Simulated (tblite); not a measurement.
Species: C₆H₉N₃.
SMILES with atom numbers: `[CH3:1][CH:2]([CH3:3])[c:4]1[cH:5][n:6][cH:7][n:8][n:9]1` (hydrogens: H10, H11, H12 on C1; H13 on C2; H14, H15, H16 on C3; H17 on C5; H18 on C7)

Computed with GFN2-xTB (tblite), gas phase: L-BFGS steps from a force-field or distance-geometry start until the largest atomic force falls under 0.01 eV/Å.

Step 15: E = -711.9592 eV
```
atom  x, y, z in Å  |  force x, y, z in eV/Å
C1     -1.7725   -0.9583    0.1966   -0.076  -0.037   0.021
C2     -0.9484   -0.0645   -0.7322   -0.073  -0.018  -0.024
C3     -1.4761    1.3676   -0.6992    0.004   0.135   0.021
C4      0.4987   -0.0878   -0.3452   -0.019   0.025   0.033
C5      1.4935   -0.5664   -1.2110   -0.013   0.012   0.025
N6      2.7587   -0.5654   -0.8477   -0.018   0.044   0.031
C7      2.9972   -0.0770    0.3676    0.021  -0.024   0.018
N8      2.0931    0.3799    1.2081   -0.002  -0.034  -0.084
N9      0.8412    0.3722    0.8506   -0.005  -0.010  -0.006
H10    -2.7976   -1.0281   -0.1649    0.046   0.048  -0.001
H11    -1.3639   -1.9679    0.2369    0.030   0.082   0.029
H12    -1.7884   -0.5348    1.1988    0.079  -0.073  -0.032
H13    -1.0214   -0.4391   -1.7563   -0.050  -0.098  -0.091
H14    -2.5245    1.3881   -0.9867    0.012  -0.004   0.029
H15    -1.3658    1.7859    0.2957   -0.049  -0.044   0.109
H16    -0.9180    2.0026   -1.3809    0.035   0.007  -0.124
H17     1.2585   -0.9446   -2.1986    0.034  -0.019   0.010
H18     4.0268   -0.0561    0.6919    0.046   0.008   0.038
```

Step 16: E = -711.9619 eV
```
atom  x, y, z in Å  |  force x, y, z in eV/Å
C1     -1.7694   -0.9566    0.1978   -0.027  -0.001  -0.007
C2     -0.9500   -0.0653   -0.7401   -0.075  -0.008  -0.014
C3     -1.4761    1.3688   -0.6981    0.018   0.071   0.005
C4      0.4981   -0.0888   -0.3522   -0.055  -0.014  -0.033
C5      1.4977   -0.5684   -1.2141   -0.045   0.017   0.035
N6      2.7620   -0.5672   -0.8457   -0.059   0.044   0.030
C7      2.9931   -0.0777    0.3707    0.034   0.001   0.017
N8      2.0833    0.3765    1.2064    0.030  -0.023  -0.019
N9      0.8322    0.3677    0.8471    0.053  -0.023  -0.053
H10    -2.7974   -1.0241   -0.1538    0.032   0.042  -0.002
H11    -1.3610   -1.9659    0.2383    0.023   0.072   0.024
H12    -1.7714   -0.5272    1.1976    0.061  -0.086  -0.030
H13    -1.0313   -0.4383   -1.7659   -0.024  -0.083  -0.033
H14    -2.5249    1.3888   -0.9836    0.009   0.012   0.033
H15    -1.3630    1.7775    0.3009   -0.049  -0.029   0.082
H16    -0.9188    2.0058   -1.3791    0.028   0.011  -0.105
H17     1.2660   -0.9495   -2.2025    0.039  -0.003   0.041
H18     4.0222   -0.0499    0.7000    0.006  -0.002   0.028
```

Step 17: E = -711.9640 eV
```
atom  x, y, z in Å  |  force x, y, z in eV/Å
C1     -1.7680   -0.9553    0.1983    0.023   0.033  -0.030
C2     -0.9525   -0.0658   -0.7458   -0.047   0.010  -0.013
C3     -1.4757    1.3712   -0.6973    0.023  -0.001  -0.012
C4      0.4965   -0.0895   -0.3571   -0.064  -0.032  -0.055
C5      1.4998   -0.5692   -1.2154   -0.068   0.010   0.016
N6      2.7632   -0.5675   -0.8441   -0.052   0.038   0.031
C7      2.9913   -0.0784    0.3730    0.031   0.015   0.000
N8      2.0775    0.3738    1.2048    0.042  -0.008   0.043
N9      0.8271    0.3646    0.8443    0.062  -0.027  -0.081
H10    -2.7970   -1.0206   -0.1471    0.001   0.030  -0.002
H11    -1.3584   -1.9632    0.2397    0.019   0.040   0.010
H12    -1.7591   -0.5241    1.1965    0.040  -0.073  -0.008
H13    -1.0386   -0.4396   -1.7728   -0.008  -0.054   0.026
H14    -2.5250    1.3896   -0.9809    0.005   0.032   0.032
H15    -1.3623    1.7712    0.3061   -0.037  -0.016   0.030
H16    -0.9188    2.0078   -1.3803    0.009   0.007  -0.056
H17     1.2716   -0.9528   -2.2041    0.037   0.007   0.053
H18     4.0197   -0.0460    0.7058   -0.016  -0.011   0.017
```

Task: Estimate the geometry and energy of step 18. (The exact step hangs on the optimiser's Hessian estimate; all steps are aligned on step 17, rigid shifts and turns removed.)

Result: E = -711.9654 eV, largest force 0.077 eV/Å
```
atom  x, y, z in Å  |  force x, y, z in eV/Å
C1     -1.7670   -0.9541    0.1981    0.042   0.043  -0.034
C2     -0.9550   -0.0659   -0.7496   -0.010   0.022  -0.010
C3     -1.4750    1.3731   -0.6969    0.016  -0.042  -0.024
C4      0.4944   -0.0903   -0.3608   -0.044  -0.033  -0.054
C5      1.4999   -0.5695   -1.2158   -0.046   0.002   0.007
N6      2.7629   -0.5669   -0.8425   -0.042   0.024   0.009
C7      2.9907   -0.0786    0.3744    0.018   0.024  -0.002
N8      2.0746    0.3720    1.2042    0.023   0.000   0.061
N9      0.8250    0.3622    0.8411    0.045  -0.012  -0.053
H10    -2.7967   -1.0177   -0.1430   -0.022   0.018   0.001
H11    -1.3564   -1.9606    0.2408    0.017   0.007  -0.010
H12    -1.7506   -0.5239    1.1958    0.024  -0.048   0.015
H13    -1.0433   -0.4418   -1.7767   -0.004  -0.027   0.056
H14    -2.5248    1.3908   -0.9786    0.001   0.045   0.025
H15    -1.3627    1.7670    0.3100   -0.019  -0.007  -0.019
H16    -0.9186    2.0092   -1.3824   -0.009  -0.001  -0.008
H17     1.2758   -0.9548   -2.2041    0.027   0.002   0.033
H18     4.0183   -0.0438    0.7097   -0.017  -0.017   0.007
```

The energy changes by -0.0014 eV. The first-order estimate −F·Δx gives -0.0020 eV and the mean of the old and new forces, exact on a quadratic surface, -0.0014 eV. The step makes an angle of 65° with the force vector and moves no atom by more than 0.009 Å.

The cost below is that of the whole relaxation. Hardware: an Intel Xeon 6975P-C with one thread, no GPU (shared host). Cost: 0.27 s.
